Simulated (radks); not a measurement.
Task: Ionisation of the cerium ion Ce+, [Xe] 4f1 5d2, to [Xe] 4f2 as the strength of local exchange is varied. Calculated with a radial shooting solver on a logarithmic mesh with Libxc functionals: scalar-relativistic Kohn-Sham, Slater X-alpha exchange (alpha = 2/3 is LDA exchange), no correlation, spin-polarised, spherical densities, point nucleus; open shells are filled with parallel spins first (spin-orbit coupling, left out, can overturn this in heavy ions).

alpha  E(Ce+) (hartree)  exchange (hartree)  IE (eV)  -e of the level emptied (eV)  <r> of it (bohr)
0.658        -8845.5373           -194.3190    9.387                    6.978 (5d)             2.919
0.667        -8848.2038           -197.0346    9.348                    7.054 (5d)             2.907
0.936        -8928.2634           -278.9091    8.069                    9.580 (5d)             2.593
0.994        -8945.6164           -296.7417    7.773                   10.193 (5d)             2.536
?            -8865.4069           -214.5718    9.091                    7.553 (5d)             2.831

Which alpha was used in the last row?

Result: alpha = 0.725. NIST Atomic Spectra Database: 10.96 eV (semi-empirical). The central value is not met in this range of alpha. Open shells are spherical and high-spin; term and fine-structure splittings are not resolved. Spin-orbit splitting is averaged out at the scalar-relativistic level.
